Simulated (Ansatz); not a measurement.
Question: Name a neutral molecule of In, S, Si and H with size of the dipole moment (PBE/def2-TZVPP) between 1.35 and 1.65 D and HOMO–LUMO gap (ωB97M-V/def2-TZVPP) between 8.60 and 8.90 eV (Ansatz, PBE0-D4/def2-TZVP geometry).

Answer: `[SiH3][SiH2][S][InH2]` (1.46 D, 8.83 eV). Other molecules can fit too; these were computed, each in one conformer that needn't be the lowest.
